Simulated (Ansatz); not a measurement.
Basis-set series for C3H6O2Si. Total charge 0; spin multiplicity 1. The bonds changed during the relaxation, so this is another structure than the one it started from. The structure was optimised at the PBE0-D4/def2-TZVP level. It is one conformer, not always the lowest.

```xyz
12

Si    0.4392   -0.1941   -2.0945
C     0.1860   -0.4507   -0.2358
O    -0.7753    0.5140    0.2404
C    -0.7293    0.7350    1.5255
C     0.1193    0.4328    2.5792
O    -1.4450    1.5197    2.1577
H    -0.8517   -0.3707   -2.8025
H     0.9807    1.1639   -2.3397
H     1.4108   -1.2252   -2.5403
H    -0.1859   -1.4584   -0.0276
H     1.1307   -0.3184    0.3033
H    -0.2795   -0.3478    3.2343
```

| functional | basis | functions | energy (Eh) | HOMO (eV) | LUMO (eV) |
| --- | --- | --- | --- | --- | --- |
| PBE0-D4 | def2-SVP | 118 | -557.00024 | -6.84 | -2.11 |
| PBE0-D4 | def2-TZVPP | 281 | -557.41241 | -7.03 | -2.26 |
| ωB97M-V | def2-SVP | 118 | -557.29033 | -9.14 | 0.27 |
| ωB97M-V | def2-TZVPP | 281 | -557.71445 | -9.38 | 0.01 |

Question: Give the rows for def2-QZVPP. (Best estimate.)

Answer: Ansatz gave: 
| functional | basis | functions | energy (Eh) | HOMO (eV) | LUMO (eV) |
| --- | --- | --- | --- | --- | --- |
| PBE0-D4 | def2-QZVPP | 535 | -557.43668 | -7.06 | -2.31 |
| ωB97M-V | def2-QZVPP | 535 | -557.73722 | -9.41 | -0.09 |

Positive LUMOs are unbound and depend on the basis.
